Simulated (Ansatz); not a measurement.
Cu₅Te₄⁻. Total charge -1; singlet. Geometry PBE-D4/def2-SVP.

| atom | x (Å) | y (Å) | z (Å) |
| --- | --- | --- | --- |
| Cu1 | 0.357 | 0.432 | -1.446 |
| Cu2 | -2.626 | -0.602 | 1.003 |
| Cu3 | -1.060 | 1.046 | 0.545 |
| Cu4 | 1.324 | 0.236 | 0.808 |
| Cu5 | -0.624 | -1.372 | 0.164 |
| Te6 | 0.170 | -3.686 | -0.399 |
| Te7 | -0.307 | 2.850 | -1.223 |
| Te8 | 0.818 | 2.602 | 1.502 |
| Te9 | 1.949 | -1.507 | -0.954 |

In the def2 sets Te takes a core potential; there is no spin–orbit coupling. Another isomer (singlet) lies 3.27 eV lower at PBE0-D4/def2-SVP; other spin states weren't run for this one.

Estimate the orbital energies around the gap (eV) in Ansatz with PBE-D4/def2-SVP, r2SCAN-D4/def2-SVP, PBE0-D4/def2-SVP.


```csv
orbital,PBE-D4/def2-SVP,r2SCAN-D4/def2-SVP,PBE0-D4/def2-SVP
HOMO−5,-1.54,-1.73,-3.32
HOMO−4,-1.47,-1.68,-2.69
HOMO−3,-1.42,-1.62,-2.53
HOMO−2,-1.12,-1.32,-2.17
HOMO−1,-1.05,-1.22,-2.08
HOMO,-0.79,-1.00,-1.78
LUMO,0.21,0.23,0.83
LUMO+1,0.37,0.41,1.00
LUMO+2,0.73,0.81,1.40
LUMO+3,1.73,1.88,2.44
LUMO+4,1.84,1.98,2.57
LUMO+5,2.04,2.27,2.77
```
